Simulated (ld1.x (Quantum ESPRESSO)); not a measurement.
Transferability test, PAW potential for Al (Z = 13)

ld1.x (Quantum ESPRESSO) 7.5 input, shortened:

```
&input
   title='Al', zed=13., rel=1, dft='PBE', iswitch=3,
   config='[Ne] 3s2 3p0.5 3d-2'
 /
 &inputp
   pseudotype=3, lpaw=.true., tm=.true., lloc=-1, rcloc=1.60,
   nlcc=.true., new_core_ps=.true.,
   which_augfun='PSQ', rmatch_augfun_nc=.true.
 /
6
3S  1  0   2.00   0.00  1.35  1.75  0.0
3S  1  0   0.00   2.30  1.35  1.75  0.0
3P  2  1   0.50   0.00  1.60  2.20  0.0
3P  2  1   0.00   0.75  1.60  2.20  0.0
3D  3  2  -2.00   0.25  1.75  1.90  0.0
3D  3  2  -2.00   2.45  1.75  1.90  0.0
 &test
   configts(1)='3s2 3p0.5'
 /
```

Energies are relative to the spin-unpolarised reference configuration 3s2 3p0.5; without spin polarisation the order of configurations can differ from experiment.

```csv
valence configuration,charge,ΔE all-electron (eV),error AE − PS (meV)
3s2 3p1,0,-2.086,+0.1
3s2 3p0,+1,3.676,-0.4
3s1 3p0,+2,22.901,-16
3s1 3p2,0,3.054,-0.9
3s2 3p1.3,-0.3,-2.660,+0.1
3s0 3p3,0,8.365,-4.3
3s1 3p1,+1,9.486,-3.0
```
